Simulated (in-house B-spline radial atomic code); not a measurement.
Configurations of Te⁺, with energies counted from [Kr] 4d10 5s2 5p3. All numbers are computed (scalar-relativistic (X2C) r2SCAN0, spin-polarised, spherical fractional occupations, exact exchange averaged over the configuration; Fermi nucleus of rms radius 4.7423 fm) with a B-spline radial code for spherical atoms, not measured. Shells without spins written out take the highest spin.

Occupations are held fixed; configurations that lie above the ionisation limit could autoionise.

```
                    configuration  E - E(ref) (eV)  highest orbital  its <r> (bohr)
                [Kr] 4d10 5s1 5p4           9.8289          5p down           2.555
            [Kr] 4d10 5s1 5p3 6s1           17.159            6s up           4.945
             [Kr] 4d9 5s2 5p3 6d1           55.081            6d up           8.792
[Ar] 3d9 4s2 4p6 4d10 5s2 5p3 6p1            588.8            6p up           5.996
[Ar] 3d9 4s2 4p6 4d10 5s2 5p3 6d1           591.27            6d up            8.73
```

Question: Order these further configurations by energy, lowest first.
A. [Kr] 4d10 5s2 5p2 5f1
B. [Ar] 3d9 4s2 4p6 4d10 5s2 5p3 5d1
C. [Kr] 4d9 5s2 5p3 5d1
D. [Kr] 4d10 5s1 5p3 6p1
E. [Ar] 3d9 4s2 4p6 4d10 5s2 5p4

Answer: A (16.713 eV), D (19.256 eV), C (50.868 eV), E (577.11 eV), B (587 eV).

Question: How far above the reference does [Kr] 4d10 5s1 5p3 6f1 lie?

Answer: 24.031 eV; its least bound orbital is 6f up with <r> = 20.44 bohr.
